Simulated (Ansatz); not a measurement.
Cost and result up the ladder for SnHMe2Cl (C2H7ClSn) (11 atoms). Charge 0, multiplicity 1. Geometry: PBE-D4/def2-SVP.

```xyz
11

Sn    0.399   -0.078   -0.646
H     1.995   -0.466   -1.203
C     0.328    1.762    0.487
H     0.962    1.673    1.391
H    -0.717    1.963    0.790
H     0.694    2.598   -0.138
C    -0.567   -1.732    0.356
H    -0.598   -2.610   -0.317
H    -1.601   -1.441    0.624
H    -0.009   -1.994    1.277
Cl   -0.886    0.325   -2.622
```

Ansatz on 4 threads of Intel Xeon on a shared host. Times are rough, and most runs start from the orbitals of an earlier one. ωB97X-V/def2-TZVP serves as the yardstick here, not as an exact answer. Differences are given only for rows in sets of like size (and for xTB, whose basis is part of the method), since another set adds its own error. Binding counts from free atoms at the same level (Sn triplet, H doublet, C triplet, Cl doublet; other spins of the atoms weren't run), without zero-point energy or a counterpoise term.

In the def2 sets Sn takes a core potential, while STO-3G treats all electrons; there is no spin–orbit coupling. Correlated methods freeze 11 core orbitals; core or outer-core shells of Sn are correlated, in sets that lack core-valence functions.

Correlated methods converge slowly with the basis.

| level | functions | wall time | binding energy per atom (eV) | difference from ωB97X-V/def2-TZVP (eV) |
| --- | --- | --- | --- | --- |
| HF/STO-3G | 53 | 1.8 s | 3.63 | – |
| PBE-D4/def2-SVP | 107 | 2.7 s | 3.49 | – |
| PBE-D4/def2-TZVP | 191 | 3.5 s | 3.49 | 0.01 |
| HF/def2-TZVP | 191 | 3.7 s | 2.59 | -0.88 |
| PBE0-D4/def2-TZVP | 191 | 6 s | 3.46 | -0.02 |
| r2SCAN-D4/def2-TZVP | 191 | 6.5 s | 3.46 | -0.01 |
| PBE0-D4/def2-SVP | 107 | 6.5 s | 3.46 | – |
| CAM-B3LYP-D4/def2-TZVP | 191 | 7 s | 3.46 | -0.01 |
| PBE-D4/def2-TZVPD | 239 | 8 s | 3.49 | 0.02 |
| PBE0-D4/def2-TZVPD | 239 | 9 s | 3.46 | -0.02 |
| r2SCANh-D4/def2-TZVP | 191 | 11 s | 3.45 | -0.03 |
| r2SCAN-D4/def2-TZVPD | 239 | 12 s | 3.47 | -0.01 |
| ωB97X-V/def2-TZVP (with forces) | 191 | 16 s | 3.48 | 0.00 |
| CCSD(T)/def2-TZVP | 191 | 1.8 min | 3.35 | -0.13 |
